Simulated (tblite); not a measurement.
Compound: C6H11OP.
SMILES with atom numbers: `[CH:1]#[C:2][P@@H:3](=[O:4])[C@@H:5]([CH3:6])[CH2:7][CH3:8]` (hydrogens: H9 on C1; H10 on P3; H11 on C5; H12, H13, H14 on C6; H15, H16 on C7; H17, H18, H19 on C8)

Computed with GFN2-xTB (tblite), gas phase: L-BFGS steps from a force-field or distance-geometry start until the largest atomic force falls under 0.01 eV/Å.

At the end of the run (lengths in Å): P3–H10 1.393, C2–P3 1.773, P3=O4 1.463, P3–C5 1.838, C5–C6 1.521, C1≡C2 1.201, C6–H14 1.088, C2–P3–O4 114.0°, C1–C2–P3 175.3°, O4–P3–C5 115.9°, P3–C5–C7 108.6°, C2–P3–C5–C6 62°, P3–C5–C7–C8 -60°, H10–P3–C5–C6 -43°, H11–C5–C7–C8 -173°.

Question: These geometries were met on the way; a selection of coordinates is given. Order them by energy above the end point, lowest first.
A. P3–H10 1.397, C2–P3 1.770, P3=O4 1.462, P3–C5 1.842, C5–C6 1.521, C1≡C2 1.203, C6–H14 1.088, C2–P3–O4 113.0°, C1–C2–P3 170.2°, O4–P3–C5 115.4°, P3–C5–C7 109.8°, C2–P3–C5–C6 61°, P3–C5–C7–C8 -68°, H10–P3–C5–C6 -45°, H11–C5–C7–C8 180°
B. P3–H10 1.414, C2–P3 1.825, P3=O4 1.491, P3–C5 1.837, C5–C6 1.536, C1≡C2 1.211, C6–H14 1.103, C2–P3–O4 100.3°, C1–C2–P3 178.5°, O4–P3–C5 109.4°, P3–C5–C7 112.1°, C2–P3–C5–C6 68°, P3–C5–C7–C8 -63°, H10–P3–C5–C6 -50°, H11–C5–C7–C8 180°
C. P3–H10 1.436, C2–P3 1.767, P3=O4 1.468, P3–C5 1.849, C5–C6 1.518, C1≡C2 1.199, C6–H14 1.085, C2–P3–O4 110.0°, C1–C2–P3 170.3°, O4–P3–C5 113.3°, P3–C5–C7 112.3°, C2–P3–C5–C6 60°, P3–C5–C7–C8 -68°, H10–P3–C5–C6 -52°, H11–C5–C7–C8 -178°
D. P3–H10 1.461, C2–P3 1.762, P3=O4 1.458, P3–C5 1.855, C5–C6 1.512, C1≡C2 1.216, C6–H14 1.083, C2–P3–O4 106.8°, C1–C2–P3 173.9°, O4–P3–C5 112.1°, P3–C5–C7 112.5°, C2–P3–C5–C6 62°, P3–C5–C7–C8 -68°, H10–P3–C5–C6 -53°, H11–C5–C7–C8 -178°
E. P3–H10 1.388, C2–P3 1.780, P3=O4 1.461, P3–C5 1.839, C5–C6 1.521, C1≡C2 1.205, C6–H14 1.089, C2–P3–O4 112.0°, C1–C2–P3 167.1°, O4–P3–C5 114.5°, P3–C5–C7 111.8°, C2–P3–C5–C6 59°, P3–C5–C7–C8 -69°, H10–P3–C5–C6 -51°, H11–C5–C7–C8 -178°

Answer: A (0.029 eV), E (0.053 eV), C (0.096 eV), D (0.193 eV), B (0.428 eV).

```tsv
step	E above end (eV)	rms distance from the end, all atoms (Å)	largest force (eV/Å)	rms shift of all bonds from the end (Å)
13	0.029	0.122	0.394	0.002
6	0.053	0.141	0.393	0.003
4	0.096	0.146	0.756	0.011
2	0.193	0.151	1.837	0.018
0	0.428	0.159	3.285	0.017
```

Rows stand in the order of the answer.
